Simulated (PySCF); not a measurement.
## Ce⁵⁶⁺: ionisation energy

Ce⁵⁶⁺ 1s2 (1S) → Ce⁵⁷⁺ 1s1 (2S), as a difference of total energies. Computed with PySCF 2.14 in an even-tempered Gaussian basis (17 s from 130 bohr⁻², ratio 2.2; 7 p from 200 bohr⁻², ratio 2.4; 4 d from 600 bohr⁻², ratio 2.4; 3 f from 900 bohr⁻², ratio 2.4; 3 g from 1300 bohr⁻², ratio 2.4), with scalar relativity by spin-free X2C-1e. Correlated levels: nothing frozen; virtual orbitals above 40 to 60 times the deepest correlated orbital energy dropped. The calculations carry no spin-orbit coupling.

```json
{"method": "UHF", "ionisation energy (eV)": "46928.8", "difference from reference (eV)": "+88.5"}
{"method": "MP2 (all electrons)", "ionisation energy (eV)": "46930.5", "difference from reference (eV)": "+90.2"}
{"method": "SCS-MP2 (all electrons)", "ionisation energy (eV)": "46930.8", "difference from reference (eV)": "+90.5"}
{"method": "CCSD (all electrons)", "ionisation energy (eV)": "46930.5", "difference from reference (eV)": "+90.2"}
```

Reference: 46840.31 ± 0.05 eV (theoretical estimate listed by NIST; NIST Atomic Spectra Database, ionization energies).

For this ion Breit and QED terms and the two-electron picture change, all absent here, outweigh the differences among the correlated methods.

With two correlated electrons CCSD is exact in that space.
